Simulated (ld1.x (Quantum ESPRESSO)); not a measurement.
# Before and after: TM potential for Nb (Z = 41)

```json
{
  "Element": "Nb (Z = 41)",
  "Generator": "ld1.x (Quantum ESPRESSO) 7.5",
  "Type": "norm-conserving Troullier–Martins (Kleinman–Bylander form)",
  "Functional": "PBE",
  "Relativity": "scalar-relativistic",
  "Frozen core": "[Ar] 3d10",
  "Valence charge": "13",
  "Reference configuration": "4s2 4p6 4d3.5 5s0 5p0 (charge +1.5)",
  "Partial waves": "4s (bound): rc 1.50 bohr; 4d (bound): rc 1.65 bohr; 4p (bound): rc 1.45 bohr",
  "Local potential": "the p channel",
  "Core correction": "a·sin(br)/r model core, default radius (core density twice the valence density)"
}
```

Change: wave 4p (bound): rc 1.45 bohr becomes 4p (bound): rc 1.84 bohr.

Cutoffs: the cutoffs (Ry, on a coarse ladder) from which the occupation-weighted sum of valence levels, in a spherical-Bessel basis at the reference potential, stays within 10 and 1 mRy of its value at 400 Ry; they do not see the model core or the augmentation charge, which bear on the density cutoff. Errors are all-electron minus pseudo energies relative to the spin-unpolarised reference configuration.

Problem. How do hardness, ghosts and transferability respond?

Solution. The potential gets softer (70 Ry and 110 Ry → 60 Ry and 100 Ry); of the 7 tests that both files solve, the error grows in 7 and shrinks in 0 by more than 15 % and 0.3 meV (median size 42.9 → 73.3 meV); neither file shows a bound ghost. A larger radius leaves more room for a smooth pseudo-wave, so fewer plane waves are needed. More of the atom is replaced by a form fitted at one configuration, so other configurations suffer.

| quantity | base | changed |
| --- | --- | --- |
| cutoff, loose | 70 Ry | 60 Ry |
| cutoff, tight | 110 Ry | 100 Ry |
| loose cutoff by channel (10 mRy a level) | s 50 Ry, d 30 Ry, p 40 Ry | s 50 Ry, d 30 Ry, p 18 Ry |
| bound ghosts | none | none |
| error for 4s2 4p6 4d4 5s1 5p0, meV [ΔE -12.43 eV] | +92 | +154 |
| error for 4s2 4p6 4d4 5s0 5p0, meV [ΔE -5.79 eV] | 0.0 | +0.7 |
| error for 4s2 4p6 4d3 5s0 5p0, meV [ΔE 8.25 eV] | +0.7 | +1.6 |
| error for 4s2 4p5 4d4 5s1 5p0, meV [ΔE 27.32 eV] | +157 | +240 |
| error for 4s2 4p6 4d5 5s0 5p0, meV [ΔE -11.16 eV] | +0.7 | +3.9 |
| error for 4s2 4p6 4d4 5s0.5 5p0, meV [ΔE -9.79 eV] | +53 | +88 |
| error for 4s2 4p6 4d4.5 5s0.5 5p0, meV [ΔE -11.87 eV] | +43 | +73 |
